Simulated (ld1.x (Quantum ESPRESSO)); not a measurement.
What one change does to a pseudopotential (Pb (Z = 82), ultrasoft)

ld1.x (Quantum ESPRESSO) 7.5 input, shortened:

```
&input
   title='Pb', zed=82., rel=1, dft='PZ', iswitch=3,
   config='[Xe] 4f14 5d10 6s2 6p2'
 /
 &inputp
   pseudotype=3, tm=.true., lloc=-1, rcloc=2.15,
   nlcc=.true., rcore=1.05
 /
4
6S  1  0   2.00   0.00  1.65  2.05  0.0
6S  1  0   0.00   1.95  1.65  2.05  0.0
6P  2  1   2.00   0.00  1.75  2.30  0.0
6P  2  1   0.00   0.55  1.75  2.30  0.0
 &test
   configts(1)='6s2 6p2'
 /
```

Change: all radii but the core radius scaled by about 0.90 (s 1.84, p 2.06 bohr, rcut 1.48/1.56); local potential all-electron potential smoothed inside 1.92 bohr (lloc = -1).

Cutoffs: the cutoffs (Ry, on a coarse ladder) from which the occupation-weighted sum of valence levels, in a spherical-Bessel basis at the reference potential, stays within 10 and 1 mRy of its value at 400 Ry; they do not see the model core or the augmentation charge, which bear on the density cutoff. Errors are all-electron minus pseudo energies relative to the spin-unpolarised reference configuration.

Problem. Predict the effect on cutoff, ghosts and configuration errors.

Solution. The potential gets harder (8 Ry and 12 Ry → 12 Ry and 30 Ry); the bound ghosts move from d to d, p, s; of the 9 tests that both files solve, the error grows in 3 and shrinks in 1 by more than 15 % and 0.3 meV (median size 22.3 → 25.4 meV). A smaller radius makes the pseudo-wave follow the all-electron one further in, where it bends more sharply, so more plane waves are needed.

| quantity | base | changed |
| --- | --- | --- |
| cutoff, loose | 8 Ry | 12 Ry |
| cutoff, tight | 12 Ry | 30 Ry |
| loose cutoff by channel (10 mRy a level) | s 8 Ry, p 6 Ry | s 10 Ry, p 6 Ry |
| bound ghosts | d | p, s, d |
| error for 6s2 6p1, meV [ΔE 6.83 eV] | -19 | -24 |
| error for 6s2 6p0, meV [ΔE 20.59 eV] | -129 | -159 |
| error for 6s1 6p0, meV [ΔE 53.47 eV] | -651 | -735 |
| error for 6s0 6p4, meV [ΔE 18.03 eV] | -125 | -125 |
| error for 6s2 6p2.3, meV [ΔE -0.86 eV] | -0.1 | -0.2 |
| error for 6s2 6p1.5, meV [ΔE 2.61 eV] | -3.8 | -4.6 |
| error for 6s1 6p2, meV [ΔE 16.43 eV] | -90 | -94 |
| error for 6s2 6p2 (spin-polarised), meV [ΔE -0.45 eV] | -6.0 | -2.6 |
| error for 6s2 6p1 (spin-polarised), meV [ΔE 6.69 eV] | -22 | -25 |
| lowest overlap eigenvalue by channel | s 0.41, p 0.59 | s 0.67, p 0.84 |

 A true bound ghost makes a file unfit for plane-wave use even where its test errors are small: the radial tests pick states by their node count and pass the ghost by.
